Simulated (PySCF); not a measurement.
Cu(OH)₃: fields on a plane

All numbers come from PBE0 in PySCF with Cu def2-SVP, O def2-SVP, H def2-SVP; no relativity; density-fitted integrals.

The singlet minimum has Cu–O 1.744 Å, Cu–O 1.761 Å, Cu–O 1.781 Å, O–H 0.965 Å (×2), O–H 0.971 Å; Cu–O–H 100.6°, Cu–O–H 112.5°, Cu–O–H 115.1°, O–Cu–O 97.1°, O–Cu–O 98.0°, O–Cu–O 164.7°.

The plane holds Cu1 at (0.00, 0.00), O2 at (1.78, 0.00), O3 at (-0.24, 1.73), O4 at (-0.22, -1.75), H5 at (1.96, -0.91), H6 at (0.55, 2.25) Å. Columns run from x = -2.25 to 4.35 Å, rows from y = 4.65 (top) to -3.75 Å, in steps of 0.3 Å. Other isomers or separated fragments may lie lower.

Problem. Give the highest occupied orbital (Å^-3/2) at -8.11 eV (cut at ±0.3; overall sign arbitrary). Lower edges of the bins (Å^-3/2): '0' -0.245, '1' -0.203, '2' -0.161, '3' -0.119, '4' -0.077, '5' -0.035, '6' 0.008, '7' 0.050, '8' 0.092, '9' 0.134; top 0.18.

Solution. 
```
55555555555555555555555
55555555555555555555555
55555555555555555555555
55555555555555555555555
55555555555555555555555
55555566665555555555555
55555666666655555555555
55555666666665555555555
55555678776665555555555
55555569876665555555555
55555425776666655555555
55554434666666666555555
55555444556666666655555
55555555556667766655555
55555556555678866655555
55555568555668866555555
55555556765542245555555
55555555665542345555555
55555455665544445555555
55554445666555555555555
55554335776655555555555
55554303976655555555555
55554437986665555555555
55555557876665555555555
55555566666655555555555
55555556666555555555555
55555555555555555555555
55555555555555555555555
55555555555555555555555
```

Problem. Give the lowest empty orbital (Å^-3/2) at -4.71 eV (cut at ±0.3; overall sign arbitrary). Every second row and column.

Solution. 
```
 0.00  0.00  0.00  0.00  0.00  0.00  0.00  0.00  0.00  0.00  0.00  0.00
 0.00  0.00  0.00  0.00  0.00  0.00  0.00  0.00  0.00  0.00  0.00  0.00
 0.00 -0.01 -0.02 -0.03 -0.02 -0.01  0.00  0.00  0.00  0.00  0.00  0.00
 0.00 -0.02 -0.07 -0.10 -0.06 -0.01  0.00  0.00  0.00  0.00  0.00  0.00
 0.00 -0.04 -0.16 -0.30 -0.09  0.05  0.02  0.00  0.00  0.00  0.00  0.00
 0.00 -0.02 -0.11 -0.22  0.30  0.11  0.03  0.02  0.02  0.01  0.00  0.00
 0.01  0.03  0.06  0.15  0.14  0.04 -0.01  0.04  0.07  0.03  0.01  0.00
 0.03  0.08  0.18  0.07 -0.30  0.02 -0.27  0.22  0.20  0.07  0.02  0.00
 0.03  0.09  0.22  0.30  0.04  0.15 -0.30  0.30  0.28  0.09  0.02  0.00
 0.02  0.05  0.10  0.01 -0.20 -0.03 -0.16  0.03  0.12  0.06  0.02  0.00
 0.01  0.00 -0.02  0.12  0.30  0.09  0.01  0.03  0.05  0.03  0.01  0.00
 0.00 -0.04 -0.16 -0.30  0.19  0.09  0.04  0.02  0.02  0.01  0.01  0.00
 0.00 -0.03 -0.10 -0.18 -0.06  0.01  0.01  0.01  0.01  0.01  0.00  0.00
 0.00 -0.01 -0.04 -0.05 -0.03 -0.01  0.00  0.00  0.00  0.00  0.00  0.00
 0.00  0.00 -0.01 -0.01 -0.01  0.00  0.00  0.00  0.00  0.00  0.00  0.00
```
